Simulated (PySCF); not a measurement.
In(F)(Me)(NH2) (CH5FInN), SMILES [CH3][In]([NH2])[F].

Geometry: B3LYP-D3(BJ)/def2-SVP. The structure was generated by enumeration; whether it is a known compound was not checked. The def2 effective core potentials stand for the cores of In; spin–orbit coupling is left out. The values are those of a single conformer.

Two levels are set side by side: TDA-PBE/def2-SVPD (PySCF) and TDA-ωB97X/def2-SVPD (PySCF). Vertical, same geometry. The lowest singlet is HOMO→LUMO 84 %, HOMO→LUMO+1 14 % with PBE and HOMO→LUMO 72 %, HOMO→LUMO+1 11 % with the other functional; states are paired by order. Differences are taken from unrounded values.

```tsv
quantity	TDA-ωB97X	TDA-PBE	TDA-PBE minus TDA-ωB97X
lowest singlet excitation (eV)	5.59	4.38	-1.21
lowest triplet excitation (TDA) (eV)	4.89	3.76	-1.13
first bright state (f over 0.05) (eV)	5.59	5.57	-0.02
its oscillator strength	0.08	0.08	-0.01
```

Functionals without exact exchange tend to place singlet excitations lower, as here. Differences between two approximate levels are no errors against the true value.

Rough cost on one machine, each run with all the roots and properties that it gave: TDA-ωB97X against TDA-PBE about 4 times.
